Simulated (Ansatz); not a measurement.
CH₅BFIn, SMILES `[BH2][InH][CH2]F`: the same geometry under several functionals.

```yaml
crystal:
  periodic: [false, false, false]
  atoms:
    - {symbol: B, position_ang: [-0.345791, 2.134099, 0.372397]}
    - {symbol: In, position_ang: [0.781191, 0.235582, 0.052627]}
    - {symbol: C, position_ang: [-0.202157, -1.687040, -0.300997]}
    - {symbol: F, position_ang: [-1.591571, -1.579358, -0.296289]}
    - {symbol: H, position_ang: [-0.651418, 2.845537, -0.540407]}
    - {symbol: H, position_ang: [-0.682703, 2.491058, 1.464199]}
    - {symbol: H, position_ang: [2.509285, 0.074269, 0.047502]}
    - {symbol: H, position_ang: [0.100459, -2.102428, -1.268373]}
    - {symbol: H, position_ang: [0.082706, -2.411719, 0.469342]}
basis:
  gaussian: {orbitals: def2-TZVPP}
hamiltonian: {xc: {name: B2PLYP}}
```

```sh
$ ansatz run in.yaml --threads 2 --pin off --events-out ev --progress --plain --max-ram 32768MiB --backend cpu
```

It prints (some lines left out):

```
Functional definition: B2PLYP
1452 factors; integrals over basis functions are off by at most 1.0e-3 eV
mean field evaluation 1: about -9666.2750 eV, gradient 3.3e1 eV
mean field evaluation 2: about -9666.3181 eV, gradient 3.3e1 eV
mean field evaluation 4: about -9668.8190 eV, gradient 3.3e0 eV
mean field evaluation 8: about -9668.8435 eV, gradient 4.1e-1 eV
mean field evaluation 16: about -9668.8438 eV, gradient 2.7e-4 eV
mean field -9668.84381157 eV, -355.3234562974 hartree, gradient 5.3e-6 eV, S^2 0.000000; 0 other end points of the search recorded, 0 dependent functions left out
7 core orbitals not correlated: weight in the atoms' cores, before any rotation towards them, 1.000 or more for the frozen orbitals, at most 0.000 for the correlated occupied ones
reference -9668.84400172 eV, -355.3234632853 hartree; 16, 16 occupied and 190, 190 virtual orbitals, 1452 factors
second order -26.56800083 eV of doubles, -0.00000000 eV of singles
Total energy: -9676.01736194 eV, -355.5870794112 hartree
```

Hardware: 2 threads of an AMD EPYC 7R13 on a shared host. Wall time 5.5 s, peak host memory 0.51 GiB.

The same input with `hamiltonian: {xc: {name: B3LYP}, dispersion: d4}` and forces (abridged; 4.7 s):

```
Functional definition: B3LYP
mean field evaluation 16: about -9687.3609 eV, gradient 3.5e-4 eV
mean field -9687.36086594 eV, -356.0039454942 hartree, gradient 2.1e-5 eV, S^2 0.000000
Total energy: -9687.58706715 eV, -356.0122582355 hartree
Atom 0 force    -0.132057     0.226172     0.039671 eV/Å
Atom 1 force     0.082678     0.118212     0.021182 eV/Å
Atom 2 force     0.340790    -0.292210    -0.051190 eV/Å
Atom 3 force    -0.405169     0.030921     0.002136 eV/Å
Atom 4 force     0.035486    -0.086666     0.101272 eV/Å
Atom 5 force     0.040729    -0.048165    -0.125755 eV/Å
Atom 6 force     0.071583    -0.012642    -0.001037 eV/Å
Atom 7 force    -0.016543     0.024156     0.060815 eV/Å
Atom 8 force    -0.017498     0.040222    -0.047094 eV/Å
Dipole moment:     0.229784     0.090031     0.018092 e Å
```

With the line `hamiltonian: {xc: r2scan, dispersion: d4}` and forces (abridged; 4.3 s):

```
Functional definition: r2SCAN
mean field evaluation 16: about -9684.6951 eV, gradient 4.3e-4 eV
mean field -9684.69509893 eV, -355.9059803636 hartree, gradient 6.4e-5 eV, S^2 0.000000
Total energy: -9684.72846752 eV, -355.9072066368 hartree
Atom 0 force     0.036635    -0.026904    -0.002441 eV/Å
Atom 1 force    -0.014816     0.156380     0.026467 eV/Å
Atom 2 force     0.278116    -0.084657    -0.014979 eV/Å
Atom 3 force    -0.293040     0.020810     0.001572 eV/Å
Atom 4 force     0.008393    -0.032687     0.027063 eV/Å
Atom 5 force     0.011131    -0.022653    -0.038485 eV/Å
Atom 6 force    -0.033786    -0.020763    -0.003871 eV/Å
Atom 7 force     0.004813     0.008609    -0.007771 eV/Å
Atom 8 force     0.002554     0.001865     0.012445 eV/Å
Dipole moment:     0.217179     0.061783     0.012962 e Å
```

B3LYP takes the VWN-RPA correlation (the form of Gaussian; ORCA's B3LYP/G).
